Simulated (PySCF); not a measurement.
## Bond energies at PBE/def2-SVP beside a composite method

PySCF, lowest determinants of a PBE0 search. The composite is CCSD(T) extrapolated to the basis-set limit from two correlation-consistent sets, with core-valence (CV) and scalar-relativistic (SR) terms as its label shows; it has no spin–orbit coupling and nothing beyond (T).

| species | state (unpaired electrons) | De PBE (eV) | De composite (eV) | composite | dissociates to |
| --- | --- | --- | --- | --- | --- |
| KCl | singlet (closed shell) | 4.08 | 4.33 | CCSD(T)/CBS(DT)+CV | K + Cl |
| Cs2 | singlet (closed shell) | 0.48 | 0.44 | CCSD(T)/CBS(DT) | Cs + Cs |
| HgF | doublet (σ ↑) | 1.60 | 1.36 | CCSD(T)/CBS(DT) | Hg + F |
| ZnO | triplet (σ ↑, π ↑) | 1.70 | 1.24 | CCSD(T)/CBS(DT) | Zn + O |
| SiN | doublet (σ ↑) | 5.03 | 4.66 | CCSD(T)/CBS(TQ)+CV+SR | Si + N |
| TeO | triplet (π ↑↑) | 4.47 | 4.06 | CCSD(T)/CBS(TQ) | Te + O |
| CsBr | singlet (closed shell) | 3.94 | 4.07 | CCSD(T)/CBS(DT) | Cs + Br |
| PbI | doublet (π ↑) | 3.13 | 2.88 | CCSD(T)/CBS(DT) | Pb + I |

Task: Does PBE bind more or less than the composite, by how much on average, and where is the difference largest?

Result: PBE/def2-SVP binds more on average, method and basis taken together: the mean signed difference is +0.17 eV and the mean absolute one 0.27 eV; it is largest for ZnO (+0.46 eV).

The molecules are drawn from runs that passed checks on state, spin purity and fit, so the hardest cases are missing and the errors look smaller than over all diatomics.

Correlated steps freeze the inner cores (5 to 46 orbitals); shallow outer-core shells are correlated. Closed-shell solutions of metal pairs were not tested for spin polarisation, which can lower them a little. Weak bonds: Cs2. Basis-set superposition, not corrected here, can be much of De in a small basis, most of all at correlated wavefunction levels. Functionals without a dispersion term scatter widely for such bonds, and LDA overbinds them. Spin–orbit coupling is left out, which matters for elements this heavy, above all for dissociation energies. Where the molecule has an RHF reference, its open-shell atoms are computed with UHF. The CCSD T1 diagnostic is raised in HgF, SiN, TeO, a sign that a single reference may not be enough there. States were picked by a PBE0 search and need not be the measured ground states.
